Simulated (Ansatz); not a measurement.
Relaxation of CH$_{5}$FGeSSi (10 atoms, charge 0, multiplicity 1), to a largest force component of 0.02 eV/Å in at most 50 steps.

All numbers below come from Ansatz, RKS PBE-D4/def2-SVP.

```xyz
10
Properties=species:S:1:pos:R:3:forces:R:3
F -0.915 1.049 2.362 0.61 1.53 0.76
Ge -1.054 -0.058 1.024 -2.98 -3.36 2.40
C 0.675 -0.460 0.309 3.84 1.00 -0.58
Si 0.544 0.360 -1.343 -0.06 -1.67 1.43
S -1.544 0.955 -0.905 -0.74 2.56 -1.66
H -2.902 1.153 -1.054 0.15 -0.39 -0.17
H 1.532 0.038 0.916 -1.13 -0.58 -0.67
H 0.901 -1.538 0.219 -0.32 -0.06 0.27
H 0.506 -0.615 -2.391 -0.01 -0.53 -1.32
H 1.361 1.510 -1.487 0.64 1.49 -0.46
```

**Question.** Where does it end, and by what steps?

**Answer.** It converged. After 19 steps the energy has fallen by 2.472 eV; H6 moved furthest, 1.39 Å. Parted: Ge2–S5.

```csv
step,energy less start (eV),largest force component (eV/Å),accepted
0,0.0000,3.836,yes
1,-1.2236,1.722,yes
2,-1.7662,1.334,yes
3,-2.0085,1.591,yes
4,-2.2067,1.293,yes
5,-2.3455,0.786,yes
6,-2.3890,0.398,yes
7,-2.3924,0.367,yes
8,-2.4045,0.156,yes
9,-2.4134,0.124,yes
10,-2.4255,0.105,yes
11,-2.4323,0.357,yes
12,-2.4452,0.213,yes
13,-2.4597,0.079,yes
14,-2.4619,0.353,yes
15,-2.4682,0.155,yes
16,-2.4698,0.125,yes
17,-2.4713,0.034,yes
18,-2.4715,0.025,yes
19,-2.4717,0.018,yes
```

```xyz
10
Properties=species:S:1:pos:R:3
F -0.149 1.618 1.870
Ge -1.030 0.082 1.539
C 0.500 -0.630 0.315
Si 0.371 0.556 -1.105
S -1.783 1.173 -0.969
H -2.258 -0.021 -1.429
H 1.465 -0.574 0.860
H 0.305 -1.680 0.010
H 0.573 0.024 -2.500
H 1.108 1.847 -0.940
```

Whether the end is a true minimum wasn't checked by a vibrational analysis.

The run took 47 s on 2 threads of AMD EPYC 7B13 (Zen 3), on a shared host, peak memory 0.21 GiB.
